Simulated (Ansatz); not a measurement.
Cost and result for the atomization energy of C₃H₆BFSi (`C#C[SiH2]B(C)F`) (12 atoms, 11 bonds).

```xyz
12

C    -1.853   -0.802   -1.923
C    -1.061   -1.084   -1.058
Si    0.152   -1.439    0.263
B     0.940    0.306    0.986
C     0.555    1.720    0.472
F     1.839    0.182    1.960
H    -2.555   -0.564   -2.690
H     1.220   -2.309   -0.299
H    -0.536   -2.197    1.343
H    -0.527    1.868    0.568
H     0.748    1.786   -0.605
H     1.077    2.532    0.982
```

Total charge 0; spin multiplicity 1. The structure was optimised at the PBE0-D4/def2-TZVP level. It is one conformer, not always the lowest. Program: Ansatz. All runs use 4 threads of an Arm Neoverse V2 on a shared host. Times are those of one run each, without the atoms' runs, and a repeat can differ threefold. Electronic energies, without spin–orbit coupling; frozen cores. CCSD(T)/CBS adds CCSD(T) − MP2 in def2-TZVPP to the MP2 limit, and its time is that of the two runs behind it. T1 = 0.013. B3LYP takes the VWN-RPA correlation (the form of Gaussian; ORCA's B3LYP/G).

CCSD(T)/CBS is a level of theory with its own doubt, some kJ/mol a heavy atom from the limit and from the frozen cores, so smaller differences don't rank the functionals.

```tsv
level	functions	wall time
PBE-D4/def2-TZVPP (with forces)	281	2.5 s
PBE0-D4/def2-TZVPP	281	2.8 s
r2SCAN-D4/def2-TZVPP (with forces)	281	4.7 s
B3LYP-D4/def2-TZVPP (with forces)	281	4.8 s
B2PLYP/def2-TZVPP	281	6.5 s
ωB97X-V/def2-TZVPP	281	8 s
ωB97M-V/def2-TZVPP (with forces)	281	11 s
MP2/def2-QZVPP	535	23 s
CCSD(T)/def2-TZVPP	281	3.6 min
CCSD(T)/CBS(def2)	–	4 min
```

(1) What atomization energy does each give, and how far from CCSD(T)/CBS? (Best estimate.)

Results:

(1) Computed: 
```csv
level,atomization (kcal/mol),difference from CCSD(T)/CBS,per bond
PBE-D4/def2-TZVPP (with forces),1180.8,27.0,2.5
PBE0-D4/def2-TZVPP,1160.9,7.1,0.6
r2SCAN-D4/def2-TZVPP (with forces),1161.9,8.1,0.7
B3LYP-D4/def2-TZVPP (with forces),1157.2,3.4,0.3
B2PLYP/def2-TZVPP,1147.8,-6.0,-0.5
ωB97X-V/def2-TZVPP,1157.3,3.5,0.3
ωB97M-V/def2-TZVPP (with forces),1159.3,5.5,0.5
MP2/def2-QZVPP,1167.3,13.5,1.2
CCSD(T)/def2-TZVPP,1126.7,-27.1,-2.5
CCSD(T)/CBS(def2),1153.8,0.0,0.0
```

In def2-TZVPP, CCSD(T) changes the Hartree–Fock value by +252.2 kcal/mol (the triples alone add +17.4 kcal/mol) and MP2 by +276.8 kcal/mol; breaking electron pairs costs correlation energy, which Hartree–Fock lacks. The D4 term adds +9.2 kcal/mol with B3LYP and +4.9 kcal/mol with PBE0; it sums over pairs of atoms, weighted by their polarisabilities, and B3LYP, whose exchange is more repulsive, gets the larger term. From PBE to PBE0 (25 % exact exchange), in def2-TZVPP and without D4, the atomization energy moves by −19.0 kcal/mol: exact exchange takes away binding that semilocal exchange gives to molecules.
